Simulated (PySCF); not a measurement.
C₂H₈OSi₃, SMILES O[Si@H]1C=C[Si@@H]1[SiH3]. Heavy atoms are numbered as in [OH:1][Si@H:2]1[CH:3]=[CH:4][Si@@H:5]1[SiH3:6]. Hydrogens are named by the atom that carries them.

The structure is a stationary point at B3LYP-D3(BJ)/def2-SVP. The structure was generated by enumeration; whether it is a known compound was not checked. Other conformers were not sampled.

Level of theory: HF/pcSseg-1 run with PySCF.

GIAO shieldings, no solvent; atoms alike by connectivity are averaged. δ = σ(ref) − σ: ¹⁷O against H2O (σ = 333.0 ppm); ²⁹Si against TMS (σ = 393.8 ppm); ¹³C against TMS (σ = 192.6 ppm); ¹H against TMS (σ = 31.99 ppm), references at their B3LYP-D3(BJ)/def2-TZVP geometries, non-relativistic.

Computed chemical shifts:
```
nucleus       atoms  count  δ (ppm)
-------  ----------  -----  -------
¹⁷O         O1 (OH)      1     28.2
²⁹Si      Si2 (SiH)      1     -0.9
²⁹Si      Si5 (SiH)      1    -35.5
²⁹Si     Si6 (SiH3)      1    -92.6
¹³C         C3 (CH)      1    179.1
¹³C         C4 (CH)      1    173.9
¹H          H on C4      1     7.97
¹H          H on C3      1     7.76
¹H         H on Si2      1     5.31
¹H         H on Si5      1     4.43
¹H         H on Si6      3     3.64
¹H          H on O1      1     1.82
```
